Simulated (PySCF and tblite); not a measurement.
C₇H₈FNO, numbered as in [N:1]#[C:2][C@@:3]1([F:4])[CH2:5][CH2:6][CH2:7][C@@H:8]2[O:9][C@H:10]12.

Free energies: PBE0-D3(BJ)/pcSseg-1 on GFN2-xTB structures plus GFN2-xTB thermal terms, symmetry and mirror images included. Conformers within 2.5 kcal/mol (GFN2-xTB free energy) were kept, 3 at most. Couplings: B3LYP/6-31G* with pcJ-1 on H, F (gas phase; spin-dipole term only for pairs with B, N, F, Si or P). Couplings are for ¹⁹F, ¹H. H–H couplings come out 0.1 to 0.9 Hz lower than with pcJ-1 on all atoms. Of two unlike H on one atom, a is the less shielded (PBE0/pcSseg-1). Codes: tblite and PySCF.

The 6-ring runs over atoms 3–5–6–7–8–10.

```csv
conformer,shape,weight %
1,"6-ring half-chair (ring torsions 67, -43, 11, -2, 24, -56°)",95.5
2,"6-ring envelope (ring torsions -66, 58, -25, 0, -6, 38°)",4.2
3,"6-ring boat (ring torsions -11, 53, -47, -2, 45, -37°)",0.3
```

Dihedral angles along the coupling paths:

```tsv
coupling	conformer	dihedral (°)
³J(F4,H5b)	1	62
³J(F4,H5b)	2	156
³J(F4,H5b)	3	77
³J(F4,H5a)	1	-56
³J(F4,H5a)	2	38
³J(F4,H5a)	3	-38
³J(F4,H10)	1	-62
³J(F4,H10)	2	-91
³J(F4,H10)	3	-44
³J(H5b,H6a)	1	67
³J(H5b,H6a)	2	-66
³J(H5b,H6a)	3	-12
³J(H5b,H6b)	1	-51
³J(H5b,H6b)	2	175
```

(1) What are these vicinal couplings in each conformer, and averaged?

Computed couplings to fluorine can be off by tens of per cent at such levels.

## Answers

(1) 
```csv
coupling,conformer,dihedral (°),J (Hz),average (Hz)
"³J(F4,H5b)",1,62,5.6,6.6
"³J(F4,H5b)",2,156,31.6,6.6
"³J(F4,H5b)",3,77,-0.7,6.6
"³J(F4,H5a)",1,-56,7.0,7.7
"³J(F4,H5a)",2,38,21.8,7.7
"³J(F4,H5a)",3,-38,22.6,7.7
"³J(F4,H10)",1,-62,5.7,5.5
"³J(F4,H10)",2,-91,0.1,5.5
"³J(F4,H10)",3,-44,11.2,5.5
"³J(H5b,H6a)",1,67,2.2,2.2
"³J(H5b,H6a)",2,-66,3.1,2.2
"³J(H5b,H6a)",3,-12,13.4,2.2
"³J(H5b,H6b)",1,-51,5.8,6.2
"³J(H5b,H6b)",2,175,14.2,6.2
```


Conformer gaps in pcSseg-1 on xTB geometries can be 2 kcal/mol off for S=O, P=O and other polar bonds.